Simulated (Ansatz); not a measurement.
Geometry optimisation, Ansatz, RKS PBE/def2-SVP.

Input:

```yaml
crystal:
  periodic: [false, false, false]
  atoms:
    - { symbol: Ge, position_ang: [0.0, 0.0, 0.0] }
    - { symbol: O, position_ang: [0.0, 0.0, 1.77] }
    - { symbol: H, position_ang: [-0.9095, -0.2814, 2.1071] }
    - { symbol: Cl, position_ang: [2.0935, 0.0, -0.7393] }
    - { symbol: Cl, position_ang: [-1.0456, 1.8115, -0.7393] }
    - { symbol: Cl, position_ang: [-1.0456, -1.8115, -0.7393] }
basis:
  gaussian: { orbitals: def2-SVP }
hamiltonian:
  xc: pbe
relax:
  f_tol: 0.02
  max_steps: 40
```

Run as:

```bash
$ ansatz run input.yaml --threads 2 --pin off --max-ram 3072MiB --backend cpu --events-out ev --progress --plain --runs-dir out
```

Problem. Where does it end, and by what steps?

Solution. The run converged. The force dipped under the threshold on the way, but the program's further checks kept it going. After 11 steps the energy has fallen by 0.137 eV; H3 moved furthest, 0.16 Å.

```json
{"step": "0", "energy less start (eV)": "0.0000", "largest force component (eV/Å)": "1.203", "accepted": "yes"}
{"step": "1", "energy less start (eV)": "-0.1271", "largest force component (eV/Å)": "0.568", "accepted": "yes"}
{"step": "2", "energy less start (eV)": "-0.1346", "largest force component (eV/Å)": "0.122", "accepted": "yes"}
{"step": "3", "energy less start (eV)": "-0.1351", "largest force component (eV/Å)": "0.095", "accepted": "yes"}
{"step": "4", "energy less start (eV)": "-0.1345", "largest force component (eV/Å)": "0.117", "accepted": "no"}
{"step": "5", "energy less start (eV)": "-0.1359", "largest force component (eV/Å)": "0.030", "accepted": "yes"}
{"step": "6", "energy less start (eV)": "-0.1366", "largest force component (eV/Å)": "0.005", "accepted": "yes"}
{"step": "7", "energy less start (eV)": "-0.1147", "largest force component (eV/Å)": "1.221", "accepted": "no"}
{"step": "8", "energy less start (eV)": "-0.1367", "largest force component (eV/Å)": "0.013", "accepted": "yes"}
{"step": "9", "energy less start (eV)": "-0.1367", "largest force component (eV/Å)": "0.066", "accepted": "yes"}
{"step": "10", "energy less start (eV)": "-0.1367", "largest force component (eV/Å)": "0.054", "accepted": "yes"}
{"step": "11", "energy less start (eV)": "-0.1368", "largest force component (eV/Å)": "0.001", "accepted": "yes"}
```

```xyz
6
Properties=species:S:1:pos:R:3
Ge -0.019 -0.032 -0.019
O 0.039 -0.088 1.751
H -0.863 -0.132 2.126
Cl 2.023 0.009 -0.661
Cl -1.060 1.725 -0.715
Cl -1.027 -1.763 -0.823
```

Whether the end is a true minimum wasn't checked by a vibrational analysis.

Run time: 24 s on 2 threads of Arm Neoverse V1, with other jobs on the host, peak memory 0.15 GiB.
